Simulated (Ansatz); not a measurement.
Computed with Ansatz on PBE0-D4/def2-TZVP structures; ΔE is electronic, products minus reactants. CBS: MP2 limit from def2 TZ/QZ plus the TZ coupled-cluster correction, frozen cores. This one scheme is used for every species. DFT in def2-TZVPP. B3LYP here is the variant with VWN-RPA as its local correlation; programs differ in this. Each species was taken in one conformer, which may not be the lowest.

`C[Si](O)(F)Cl` + BH₃ → `B[Si](O)(F)Cl` + CH₄  (formal exchange of groups at the Si–C bond)

CCSD(T)/CBS gives +6.6 kcal/mol.

**Question.** Another level gave +6.8 kcal/mol. Which?
A. revPBE/def2-TZVPP
B. BLYP-D4/def2-TZVPP
C. PBE-QIDH/def2-TZVPP
D. B3LYP-D4/def2-TZVPP

**Answer.** C. PBE-QIDH 6.8, B3LYP-D4 5.5, revPBE 3.0, BLYP-D4 4.4 kcal/mol.

**Question.** What do rigid-rotor, harmonic-oscillator terms from PBE0-D4/def2-TZVP frequencies (298.15 K, 1 bar) make of the CCSD(T)/CBS value? (An estimate is asked.)

**Answer.** Ansatz gave: ΔZPE = +1.2 kcal/mol, ΔH = +7.9 kcal/mol, ΔS = 3 J/(mol·K), ΔG = +7.7 kcal/mol.

Largest T1 diagnostic among the species: 0.011.

At CCSD(T), def2-SVP lies −1.7 kcal/mol from the extrapolated value and def2-TZVPP +0.0 kcal/mol. Leaving LDA and LC-ωPBE aside and taking each functional with its dispersion term where it has one, the values, not all of them listed here, spread over 3.9 kcal/mol, from PBE-D4 to ωB97M-V. LDA lies +1.0 kcal/mol from PBE without D4. From BLYP to BHLYP (50 % exact exchange), in def2-TZVPP and without D4, ΔE moves by +2.8 kcal/mol.
